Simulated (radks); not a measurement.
Effect of the nuclear size on neutral rhodium, [Kr] 4d8 5s1. Calculated with a radial shooting solver on a logarithmic mesh with Libxc functionals: Dirac Kohn-Sham, BLYP, spin-unpolarised, spherical densities, finite nucleus; open shells fill j = l - 1/2 first; Fermi nuclear charge, rms radius 4.4945 fm. The rms radius is varied about that value; shifts are against it.

rms radius (fm) = 3.7619: total energy shift (eV) -0.661; density at nucleus (e/bohr^3) 1.238e+05; 1s1/2 shift (meV) -279; 2s1/2 shift (meV) -30.6; 3p1/2 shift (meV) 0.369; 4s1/2 shift (meV) -1.00; 4p1/2 shift (meV) 0.068; 5s1/2 shift (meV) -0.059
rms radius (fm) = 4.2248: total energy shift (eV) -0.255; density at nucleus (e/bohr^3) 1.22e+05; 1s1/2 shift (meV) -108; 2s1/2 shift (meV) -11.8; 3p1/2 shift (meV) 0.143; 4s1/2 shift (meV) -0.388; 4p1/2 shift (meV) 0.026; 5s1/2 shift (meV) -0.023
rms radius (fm) = 4.4945: total energy shift (eV) 0; density at nucleus (e/bohr^3) 1.21e+05; 1s1/2 shift (meV) 0.000; 2s1/2 shift (meV) 0.000; 3p1/2 shift (meV) 0.000; 4s1/2 shift (meV) 0.000; 4p1/2 shift (meV) 0.000; 5s1/2 shift (meV) 0.000
rms radius (fm) = 4.6743: total energy shift (eV) 0.178; density at nucleus (e/bohr^3) 1.205e+05; 1s1/2 shift (meV) 75.0; 2s1/2 shift (meV) 8.24; 3p1/2 shift (meV) -0.099; 4s1/2 shift (meV) 0.270; 4p1/2 shift (meV) -0.018; 5s1/2 shift (meV) 0.016
rms radius (fm) = 5.5777: total energy shift (eV) 1.16; density at nucleus (e/bohr^3) 1.178e+05; 1s1/2 shift (meV) 490; 2s1/2 shift (meV) 53.9; 3p1/2 shift (meV) -0.649; 4s1/2 shift (meV) 1.77; 4p1/2 shift (meV) -0.119; 5s1/2 shift (meV) 0.103

Slopes of the eigenvalues against <r^2> in GHz/fm^2, as finite differences over the two radii next to the reference (eigenvalue slopes, not the field-shift constants of lines): 1s1/2 11000, 2s1/2 1210, 3p1/2 -14.6, 4s1/2 39.8, 4p1/2 -2.68, 5s1/2 2.32.
